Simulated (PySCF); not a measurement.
# Mg⁺: ionisation energy

Mg⁺ [Ne] 3s1 (2S) → Mg²⁺ [Ne] (1S), as a difference of total energies. Calculation: PySCF 2.14, in def2-SVP; no relativity, point nucleus. The calculations carry no spin-orbit coupling.

```csv
method,ionisation energy (eV),error (eV)
UHF,14.607,-0.428
B3LYP,15.356,+0.321
TPSS,14.965,-0.070
```

Reference: 15.035 eV (measured; NIST Atomic Spectra Database, ionization energies).
